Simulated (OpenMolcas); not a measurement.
## V2+ in CaO

V2+ with its 6 nearest oxide ions at 2.252 Å, on the Ca site of CaO (a = 4.8105 Å, distance in the model lattice 2.405 Å). The rest of the host is ab initio model potentials to 7.6 Å, with orthogonalisation functions on the cations behind the ligands, and point charges beyond; the distance is set by hand and nothing relaxes. Ligand basis ANO-RCC-VDZP.
```
V     0.0000    0.0000    0.0000
O     2.2520    0.0000    0.0000
O     0.0000    2.2520    0.0000
O    -2.2520    0.0000    0.0000
O     0.0000   -2.2520    0.0000
O     0.0000    0.0000    2.2520
O     0.0000    0.0000   -2.2520
```

| Item | Value |
| --- | --- |
| Program | OpenMolcas 26.06 |
| Method | SS-CASPT2, IPEA 0.25 Eh, imaginary shift 0.1 Eh (closed shells correlated: 3s 3p and the ligand valence shells) |
| Basis | ANO-RCC-VTZP [6s5p3d2f1g] |
| Scalar Hamiltonian | DKH2, point nucleus |
| Active space | 3 electrons in 5 orbitals (3d) |
| State averaging | 2S+1 = 4 even, 10 roots; 2S+1 = 2 even, 40 roots |
| Spin-orbit coupling | RASSI with atomic mean-field integrals over the reference wave functions |

The lowest spin-free states (labels of O, the rotations of Oh), above the lowest:

```tsv
State	Degeneracy	E (cm-1)	Free-ion L (%)
4A2	1	0	F (100)
2E	2	11690	G (59)
2T1	3	12430	G (41)
4T2	3	12820	F (100)
2T2	3	17110	D (46)
4T1	3	18560	F (81)
2A1	1	21380	G (100)
2T2	3	25090	G (55)
2T1	3	25430	H (53)
2E	2	25850	H (51)
4T1	3	28430	P (81)
2T1	3	30070	P (42)
2A2	1	35970	F (100)
2T2	3	36220	D (50)
2T1	3	39130	H (65)
2T2	3	39180	F (59)
2E	2	43930	D (48)
2T1	3	45930	F (79)
2E	2	57850	D (86)
2T2	3	61700	D (89)
```

The lowest levels with spin-orbit coupling:

| E (cm-1) | Degeneracy | Label | 2S+1 | g |
| --- | --- | --- | --- | --- |
| 0 | 4 | Γ8 | 4 |  |
| 11650 | 4 | Γ8 | 2 |  |
| 12380 | 4 | Γ8 | 2 |  |
| 12440 | 2 | Γ6 | 2 | 0.36 0.36 0.36 |
| 12750 | 2 | Γ7 | 4 | 2.95 2.95 2.95 |
| 12800 | 4 | Γ8 | 4 |  |
| 12900 | 2 | Γ6 | 4 | 2.16 2.16 2.16 |
| 12900 | 4 | Γ8 | 4 |  |
| 17080 | 4 | Γ8 | 2 |  |
| 17150 | 2 | Γ7 | 2 | 1.59 1.59 1.59 |
| 18500 | 4 | Γ8 | 4 |  |
| 18510 | 2 | Γ7 | 4 | 1.36 1.36 1.36 |
| 18640 | 4 | Γ8 | 4 |  |
| 18700 | 2 | Γ6 | 4 | 3.95 3.95 3.95 |
| 21410 | 2 | Γ6 | 2 | 2.12 2.12 2.12 |
| 25070 | 2 | Γ7 | 2 | 0.19 0.19 0.19 |
| 25100 | 4 | Γ8 | 2 |  |
| 25330 | 2 | Γ6 | 2 | 0.34 0.34 0.34 |
| 25480 | 4 | Γ8 | 2 |  |
| 25860 | 4 | Γ8 | 2 |  |

Powder χT (cm3 K/mol): 1.82 at 2 K, 1.82 at 10 K, 1.83 at 50 K, 1.83 at 100 K, 1.85 at 200 K, 1.86 at 300 K. The effective moment at 300 K is 2.828 √(χT) = 3.86 μB.

The lowest level has 2S+1 = 4, for which the spin-only value is χT = S(S+1) / 2 = 1.875 cm3 K/mol (g = 2). The computed 1.859 at 300 K differs by -0.016, through a little spin-orbit mixing out of the ground term, against the free-electron g of 2.0023, which raises it.

Roots that are degenerate in the reference are averaged as groups; the widest CASPT2 spread within a group is 280 cm-1 (the 3-fold group of multiplicity 2 near 25100 cm-1 above the lowest state of its run). Shifts and gaps below about the spread of the groups concerned are not significant. Over all roots computed the reference weight is 0.70 to 0.71; a low but even weight reflects the number of correlated electrons. Ligand-to-metal charge-transfer states are missing. These CASPT2 states fit no ligand-field parameters well, so their order and spin gaps are uncertain. With no ligand orbital active B as a rule stays too high, so bands that hang on it stand too high and its fall with covalency is understated. With one d shell and no ligand orbital active, 10Dq can be off by tens of per cent for divalent 3d ions, low with halides held by bare charges and at times high in hosts. Free-ion shares, where given, are those of the reference states; single-state CASPT2 does not remix them. No measured value stands beside these numbers; the geometry was set by hand and not optimised.
